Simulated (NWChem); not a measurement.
All runs are NWChem calculations. System: H2Te, charge 1, spin multiplicity 2, at the geometry of a parent with another charge or spin, in a state set for the comparison that need not be this species' ground state. Its SCF solution wasn't tested for a lower state. Level: UMP2/def2-TZVP with def2 effective core potentials on Te, 4 core orbitals frozen.

The NWChem input:

```
start mol
memory heap 200 mb stack 800 mb global 1000 mb
charge 1
geometry units angstroms nocenter noautoz
  Te     0.000000     0.000000     0.044132
  H     -1.184469     0.000000    -1.147436
  H      1.184469     0.000000    -1.147436
  symmetry group C2v
end
basis spherical
  * library def2-tzvp
end
ecp
  Te library def2-ecp
end
scf
  uhf
  nopen 1
  maxiter 100
  thresh 1e-7
  semidirect memsize 60000000 filesize 0
  # guess.movecs holds the orbitals of an unrestricted PBE0 run
  vectors input guess.movecs output mol.movecs
end
mp2
  freeze core 4
end
task mp2 energy
```

Output (cleaned and shortened):

```
             Northwest Computational Chemistry Package (NWChem) 7.3.0
             --------------------------------------------------------

                                NWChem Input Module
                                -------------------

 Scaling coordinates for geometry "geometry" by  1.889725989
 (inverse scale =  0.529177249)

 Turning off AUTOSYM since
 SYMMETRY directive was detected!

                             Geometry "geometry" -> ""
                             -------------------------

 Output coordinates in angstroms (scale by  1.889725989 to convert to a.u.)

  No.       Tag          Charge          X              Y              Z
 ---- ---------------- ---------- -------------- -------------- --------------
    1 Te                  52.0000     0.00000000     0.00000000     0.04413200
    2 H                    1.0000    -1.18446900     0.00000000    -1.14743600
    3 H                    1.0000     1.18446900     0.00000000    -1.14743600

 Effective nuclear repulsion energy (a.u.)      32.9796457162

            Nuclear Dipole moment (a.u.)
            ----------------------------
        X                 Y               Z
 ---------------- ---------------- ----------------
     0.0000000000     0.0000000000    -0.0000151178

      Symmetry information
      --------------------

 Group name             C2v
 Group number             16
 Group order               4
 No. of unique centers     2

      Symmetry unique atoms

     1    2


 Summary of "ao basis" -> "" (spherical)
 ------------------------------------------------------------------------------
       Tag                 Description            Shells   Functions and Types
 ---------------- ------------------------------  ------  ---------------------
 *                         def2-tzvp                  on all atoms

 Summary of "ao basis" -> "ao basis" (spherical)
 ------------------------------------------------------------------------------
       Tag                 Description            Shells   Functions and Types
 ---------------- ------------------------------  ------  ---------------------
 Te                        def2-tzvp                16       50   6s5p3d2f
 H                         def2-tzvp                 4        6   3s1p

                                 NWChem SCF Module
                                 -----------------

  ao basis        = "ao basis"
  functions       =    62
  atoms           =     3
  alpha electrons =    13
  beta  electrons =    12
  charge          =   1.00
  wavefunction    = UHF
  use symmetry    = T
  symmetry adapt  = T

 Summary of "ao basis" -> "ao basis" (spherical)
 ------------------------------------------------------------------------------
       Tag                 Description            Shells   Functions and Types
 ---------------- ------------------------------  ------  ---------------------
 Te                        def2-tzvp                16       50   6s5p3d2f
 H                         def2-tzvp                 4        6   3s1p

      Symmetry analysis of basis
      --------------------------

        a1         26
        a2          6
        b1         17
        b2         13

 Forming initial guess at       0.1s

   Symmetry analysis of molecular orbitals - initial alpha
   -------------------------------------------------------

  Numbering of irreducible representations:

     1 a1          2 a2          3 b1          4 b2

  Orbital symmetries:

     1 a1          2 b2          3 b1          4 a1          5 a1
     6 a2          7 b2          8 b1          9 a1         10 a1
    11 b1         12 a1         13 b2         14 b1         15 a1
    16 a1         17 a2         18 a1         19 b2         20 b1
    21 b2         22 a1         23 b1

   Symmetry analysis of molecular orbitals - initial beta
   ------------------------------------------------------

  Numbering of irreducible representations:

     1 a1          2 a2          3 b1          4 b2

  Orbital symmetries:

     1 a1          2 b1          3 b2          4 a1          5 a1
     6 b1          7 a2          8 b2          9 a1         10 a1
    11 b1         12 a1         13 b2         14 b1         15 a1
    16 a1         17 b1         18 a1         19 b2         20 a2
    21 a1         22 b2         23 b1

 Starting SCF solution at       0.1s

 ----------------------------------------------
         Quadratically convergent UHF

 Convergence threshold     :          1.000E-07
 Maximum no. of iterations :          100
 Integral*density screening:          1.000E-09
 ----------------------------------------------

              iter       energy          gnorm     gmax       time
             ----- ------------------- --------- --------- --------
                 1     -267.8482514955  2.82D-01  6.86D-02      0.5
                 2     -267.8570656300  1.06D-02  2.70D-03      0.5
                 3     -267.8571075258  8.26D-05  2.08D-05      0.6
                 4     -267.8571075282  4.19D-09  1.01D-09      0.7

       Final UHF  results
       ------------------

         Total SCF energy =   -267.857107528159
      One electron energy =   -490.704341648873
      Two electron energy =    207.505576754700
 Nuclear repulsion energy =     15.341657366014

                       Sz =      0.5000
                 Sz(Sz+1) =      0.7500
                      S^2 =      0.7659

        Time for solution =      0.7s

       Symmetry analysis of molecular orbitals - alpha
       -----------------------------------------------

  Numbering of irreducible representations:

[...]
   Bfn.  Coefficient  Atom+Function         Bfn.  Coefficient  Atom+Function
  ----- ------------  ---------------      ----- ------------  ---------------
     5      0.719904  1 Te s                  2      0.565250  1 Te s
     3     -0.448505  1 Te s                  4     -0.386999  1 Te s
     6      0.366955  1 Te s                  1     -0.337315  1 Te s

 Vector   11  Occ=1.000000D+00  E=-7.697426D-01  Symmetry=b1
              MO Center= -6.7D-16, -6.6D-15, -6.7D-01, r^2= 2.1D+00
   Bfn.  Coefficient  Atom+Function         Bfn.  Coefficient  Atom+Function
  ----- ------------  ---------------      ----- ------------  ---------------
    16      0.365425  1 Te px                10     -0.319764  1 Te px
    13      0.255988  1 Te px                52     -0.234676  2 H  s
    58      0.234676  3 H  s

 Vector   12  Occ=1.000000D+00  E=-7.031075D-01  Symmetry=a1
              MO Center=  3.5D-15,  5.0D-16,  7.3D-02, r^2= 2.2D+00
   Bfn.  Coefficient  Atom+Function         Bfn.  Coefficient  Atom+Function
  ----- ------------  ---------------      ----- ------------  ---------------
    18      0.441724  1 Te pz                 5      0.381771  1 Te s
    12     -0.364309  1 Te pz                15      0.298102  1 Te pz
     2      0.274651  1 Te s                  6      0.244504  1 Te s
     3     -0.228588  1 Te s                  4     -0.179341  1 Te s
    52     -0.167553  2 H  s                 58     -0.167553  3 H  s

 Vector   13  Occ=0.000000D+00  E=-2.679327D-01  Symmetry=b2
              MO Center=  2.4D-14,  5.0D-15,  8.4D-03, r^2= 2.7D+00
   Bfn.  Coefficient  Atom+Function         Bfn.  Coefficient  Atom+Function
  ----- ------------  ---------------      ----- ------------  ---------------
    17      0.491058  1 Te py                20      0.395239  1 Te py
    11     -0.389511  1 Te py                14      0.296800  1 Te py

 Vector   14  Occ=0.000000D+00  E=-1.484557D-01  Symmetry=b1
              MO Center= -2.5D-15, -1.2D-16,  1.8D-02, r^2= 3.9D+00
   Bfn.  Coefficient  Atom+Function         Bfn.  Coefficient  Atom+Function
  ----- ------------  ---------------      ----- ------------  ---------------
    19      0.766980  1 Te px                53      0.693193  2 H  s
    59     -0.693193  3 H  s                 16      0.433160  1 Te px
    10     -0.265417  1 Te px                13      0.209405  1 Te px
    52      0.169937  2 H  s                 58     -0.169937  3 H  s

 Vector   15  Occ=0.000000D+00  E=-9.823567D-02  Symmetry=a1
              MO Center= -1.3D-15,  3.1D-17, -3.0D-01, r^2= 5.2D+00
   Bfn.  Coefficient  Atom+Function         Bfn.  Coefficient  Atom+Function
  ----- ------------  ---------------      ----- ------------  ---------------
     6      1.116275  1 Te s                 53     -1.080175  2 H  s
    59     -1.080175  3 H  s                 21     -0.897264  1 Te pz
    18     -0.378578  1 Te pz                 5      0.331805  1 Te s
     2      0.294369  1 Te s                  3     -0.251242  1 Te s
    12      0.192162  1 Te pz                 4     -0.185603  1 Te s

 center of mass
 --------------
 x =   0.00000000 y =   0.00000000 z =   0.04899295

 moments of inertia (a.u.)
 ------------------
          10.063837812638           0.000000000000           0.000000000000
           0.000000000000          20.162415064386           0.000000000000
           0.000000000000           0.000000000000          10.098577251748

  Mulliken analysis of the total density
  --------------------------------------

    Atom       Charge   Shell Charges
 -----------   ------   -------------------------------------------------------
    1 Te  24    23.37   0.28 -0.84  1.56  1.00  1.16  0.73 -0.51  6.46  1.02  2.06  0.30  9.10  0.91  0.12  0.02  0.00
    2 H    1     0.82   0.20  0.50  0.09  0.02
    3 H    1     0.82   0.20  0.50  0.09  0.02

  Mulliken analysis of the alpha density
  --------------------------------------

    Atom       Charge   Shell Charges
 -----------   ------   -------------------------------------------------------
    1 Te  24    12.25   0.14 -0.42  0.78  0.50  0.59  0.37 -0.26  3.24  0.66  1.37  0.20  4.54  0.47  0.06  0.01  0.00
    2 H    1     0.38   0.09  0.23  0.04  0.01
    3 H    1     0.38   0.09  0.23  0.04  0.01

   Mulliken analysis of the beta density
   -------------------------------------

    Atom       Charge   Shell Charges
 -----------   ------   -------------------------------------------------------
    1 Te  24    11.12   0.14 -0.42  0.78  0.50  0.57  0.36 -0.25  3.22  0.36  0.69  0.10  4.56  0.45  0.05  0.01  0.00
    2 H    1     0.44   0.11  0.27  0.05  0.01
    3 H    1     0.44   0.11  0.27  0.05  0.01

   Mulliken analysis of the spin density
   -------------------------------------

    Atom       Charge   Shell Charges
 -----------   ------   -------------------------------------------------------
    1 Te  24     1.13   0.00 -0.00  0.00 -0.00  0.02  0.02 -0.01  0.02  0.29  0.69  0.11 -0.02  0.02  0.01 -0.00 -0.00
    2 H    1    -0.06  -0.01 -0.04 -0.01  0.00
    3 H    1    -0.06  -0.01 -0.04 -0.01  0.00

       Multipole analysis of the density wrt the origin
       ------------------------------------------------

     L   x y z        total         alpha         beta         nuclear
     -   - - -        -----         -----         ----         -------
     0   0 0 0      1.000000    -13.000000    -12.000000     26.000000

     1   1 0 0     -0.000000     -0.000000     -0.000000      0.000000
     1   0 1 0     -0.000000      0.000000     -0.000000      0.000000
     1   0 0 1     -0.352725      0.935552      1.046865     -2.335142

     2   2 0 0    -15.738750    -13.369307    -12.389612     10.020169
     2   1 1 0      0.000000      0.000000      0.000000      0.000000
     2   1 0 1      0.000000      0.000000      0.000000      0.000000
     2   0 2 0    -17.293920    -11.042808     -6.251112      0.000000
     2   0 1 1     -0.000000     -0.000000     -0.000000      0.000000
     2   0 0 2    -16.631893    -13.510882    -12.691328      9.570316

                   NWChem MP2 Semi-direct Energy/Gradient Module
                   ---------------------------------------------

  Basis functions       =     62
  Molecular orbitals    =     62
  Frozen core           =      4
  Frozen virtuals       =      0
  Active alpha occupied =      9
  Active beta occupied  =      8
  Active alpha virtual  =     49
  Active beta virtual   =     50
  Use MO symmetry       = T
  Use skeleton AO sym   = T

  AO/Fock/Back tols     =   1.0D-09  1.0D-09  1.0D-09

 GA uses MA = F    GA memory limited = T

 Available:
  local mem=  1.15D+08
 global mem=  1.31D+08
 local disk=  0.00D+00
  mp2_memr nvloc                    49
  nvloc new                    49
   1 passes of   9:        4194304                      29882                   2934975.
   1 passes of   9: M    114673324           G      131064312           F     110479020.

 Semi-direct pass number   1 of   1  for UHF alpha       at        0.8s
  vrange nnbf                  1953
  mp2_eaftype                    11  avail_ma_in_mb                   999
 EAF : mp2_eaftype filesize          11    1467488.
  mp2_eaf for mointskh                     11
Node 0 wrote      6.9 Mb in      0.0 s     Agg I/O rate:  1277.4 Mb/s
 Done moints_semi at        2.3s
  mp2_eaftype                    11  avail_ma_in_mb                   988
 EAF : mp2_eaftype filesize          11    1467488.
  mp2_eaf for kh                    11
 Done maket at        2.3s
 Done multipass loop at        2.3s

 GA uses MA = F    GA memory limited = T

 Available:
  local mem=  1.15D+08
 global mem=  1.31D+08
 local disk=  0.00D+00
  mp2_memr nvloc                    50
  nvloc new                    50
   1 passes of   8:        4194304                      27833                   2662727.
   1 passes of   8: M    114673324           G      131064312           F     110479020.

 Semi-direct pass number   1 of   1  for UHF beta        at        2.4s
  vrange nnbf                  1953
  mp2_eaftype                    10  avail_ma_in_mb                   999
 EAF : mp2_eaftype filesize          10    1331364.
  mp2_eaf for mointskh                     10
Node 0 wrote      6.2 Mb in      0.0 s     Agg I/O rate:  1495.3 Mb/s
 Done moints_semi at        3.8s
  mp2_eaftype                    10  avail_ma_in_mb                   989
 EAF : mp2_eaftype filesize          10    1331364.
  mp2_eaf for kh                    10
 Done maket at        3.9s
 Done multipass loop at        3.9s

          -------------------------------------------
          SCF energy                -267.857107528159
          Correlation energy          -0.435166733611
          Singlet pairs                0.000000000000
          Triplet pairs                0.000000000000
          Total MP2 energy          -268.292274261771
          -------------------------------------------

          ---------------------------------------------------
                    Spin Component Scaled (SCS) MP2
          Same spin pairs                     -0.151754984749
          Same spin scaling factor             0.333333333333
          Opposite spin pairs                 -0.283411748862
          Opposite spin scaling fact.          1.200000000000
          SCS-MP2 correlation energy          -0.390679093551
          Total SCS-MP2 energy              -268.247786621710
          ---------------------------------------------------

 -----------------------
 Performance information
 -----------------------

 Timer overhead =  1.93D-07 seconds/call

               Nr. of calls         CPU time (s)                 Wall time (s)                GFlops
             ---------------    -------------------     ------------------------------   -------------------
Name         Min   Avg   Max    Min     Avg     Max     Min     Avg     Max   Mx/calls   Min     Max     Sum
mp2: moin     2     2     2    2.9     2.9     2.9      2.9     2.9     2.9     1.4      0.0     0.0     0.0
mp2: make     2     2     2   0.12    0.12    0.12     0.12    0.12    0.12    6.21E-2   0.0     0.0     0.0
mp2: tota     1     1     1    3.1     3.1     3.1      3.1     3.1     3.1     3.1      0.0     0.0     0.0

 The average no. of pstat calls per process was 5.00D+00
 with a timing overhead of 9.63D-07s

 Task  times  cpu:        3.8s     wall:        3.8s

 Total times  cpu:        3.9s     wall:        3.9s
```
